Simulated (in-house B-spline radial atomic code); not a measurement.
Cl2+ is squeezed into an impenetrable sphere of radius R (the orbitals vanish at R). No spin polarisation. Caution: exact exchange at fractional occupations of open shells leaves self-interaction of up to several eV. Computed with an all-electron radial atomic-structure program (B-spline basis): non-relativistic B3LYP, spherical fractional occupations, point nucleus.

Energies in eV above the free ion in [Ne] 3s2 3p3:

```tsv
R (bohr)	highest level (eV)	[Ne] 3s2 3p3	[Ne] 3s1 3p4	[Ne] 3s1 3p3 3d1	-dE/dV in [Ne] 3s2 3p3 (GPa)
8.71	-31.8	0	13.99	33.15	1.4e-05
6.91	-31.8	0.0005611	13.99	33.17	0.00268
5.35	-31.8	0.03257	14.03	33.4	0.249
4.08	-31.1	0.7589	14.85	35.06	9.48
3.32	-28.9	4.635	19.14	40.7	85
2.9	-25.3	12.39	27.51	50.25	296
2.48	-17.7	33.09	49.32	73.41	1090
2.27	-10.9	54.3	71.33	95.89	2150
1.98	5.05	109	127.4	151.5	5880
1.31	131	633.8	649.7	645.9	92500
```

Question: Does [Ne] 3s1 3p4 fall below [Ne] 3s2 3p3 under compression?

Answer: No, it stays above over the whole range.

Question: Does [Ne] 3s1 3p3 3d1 fall below [Ne] 3s2 3p3 under compression?

Answer: No, it stays above over the whole range.

The highest level is first positive in the row R = 1.98 bohr, pushed up by confinement above the zero of the free ion's potential. Each configuration is held fixed and needn't be the lowest in the sphere.
